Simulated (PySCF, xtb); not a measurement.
Si(H)(I)2(OMe) (CH4I2OSi), SMILES [SiH](I)(OC)I. Other conformers were not sampled.

Harmonic wavenumbers (cm⁻¹) from GFN2-xTB run with xtb at its own minimum, in rising order: 72, 81, 110, 112, 192, 266, 362, 486, 679, 688, 802, 1135, 1137, 1183, 1425, 1478, 1482, 2382, 2958, 2976, 3018.

**Question.** What does B3LYP-D3(BJ)/def2-SVP (PySCF) give at its own minimum? (An estimate is asked for; the answer gives what the named calculation found.)

**Answer.** 56, 82, 97, 110, 195, 257, 334, 425, 754, 764, 815, 1143, 1173, 1202, 1472, 1473, 1477, 2248, 3008, 3086, 3130. Paired by order, the mean absolute difference is 39 cm⁻¹ and the zero-point energies are 32.9 and 33.3 kcal/mol.
